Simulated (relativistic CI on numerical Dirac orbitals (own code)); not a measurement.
Computed by Dirac-Coulomb-Breit CI, KLI orbitals optimised for each configuration, a model potential for QED, unscaled Slater integrals (own radial code, finite nucleus).

The strongest absorption lines from the ground level of an ion, among the configurations computed and to levels below about 70.8 eV (vacuum wavelength in Å, gf): 180.08 (0.45), 184.70 (1.2), 202.72 (0.11), 209.11 (0.11), 220.35 (0.24), 222.51 (0.084), 223.01 (0.49), 223.69 (0.12).

Task: Which ion is it?
A. Cu⁸⁺
B. Mn⁴⁺
C. Ga¹⁰⁺
D. Co⁶⁺

Result: D. Co⁶⁺ has 21 electrons and the ground level 3s²3p⁶3d³ ⁴F3/2; the strongest line goes to 3s²3p⁵3d⁴ ⁴G°5/2. The pattern of lines fixes the number of electrons, and along that sequence the line energies rise steadily with the charge (about as its square where n changes within one kind of shell, about linearly where n is kept but much faster in heavy ions where fine structure, which grows about as Z⁴, sets the gap, and irregularly where shells cross), which fixes Z. Configurations outside the model, such as inner-shell arrays, can give stronger lines. At this charge configurations can still be misplaced by up to about 7 % of their energy. Terms inside the open d or f shell come out 10 to 20 % too wide with unscaled integrals. 20 of the 24 excited levels that our extract of the measured tables holds in this range could be paired (the sources list more); they are missed by 2129 cm⁻¹ on average and 5717 at most, and levels without a partner can miss by more. Some levels of the ground configuration have no partner and can miss by 10 % or more.

LS names give the leading component of a level, which can be under half, so a name can repeat, a term be missing and a line seem to break the LS rules.
